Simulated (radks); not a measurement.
Problem. All-electron atom: Tb2+ in [Xe] 4f9. Method: scalar-relativistic Kohn-Sham, r2SCAN, spin-unpolarised, spherical densities, finite nucleus; meta-GGA in the generalised Kohn-Sham scheme; Fermi nuclear charge, rms radius 5.06 fm; computed with a radial shooting solver on a logarithmic mesh with Libxc functionals. Some entries of the table are withheld. Estimate them.

orbital  occ.  eigenvalue (hartree)  <r^2> (bohr^2)  r(max) (bohr)
1s          2                   (1)       0.0006318            (2)
2s          2                   (3)        0.009886        0.07746
2p          6             -282.2073        0.007990        0.06280
3s          2                   (4)         0.06528         0.2195
3p          6             -60.15513         0.06557         0.2156
3d         10             -45.83245         0.05508         0.1766
4s          2                   (5)          0.3311         0.5049
4p          6             -11.00916          0.3743         0.5270
4d         10              -5.99861          0.4524         0.5470
5s          2              -2.30427           1.992          1.185
5p          6              -1.45035           2.746          1.349
4f          9              -0.60338             (6)         0.5562

Solution. 
(1) 1s eigenvalue (hartree): -1908.874
(2) 1s r(max) (bohr): 0.01364
(3) 2s eigenvalue (hartree): -317.6618
(4) 3s eigenvalue (hartree): -71.14605
(5) 4s eigenvalue (hartree): -14.64482
(6) 4f <r^2> (bohr^2): 1.074
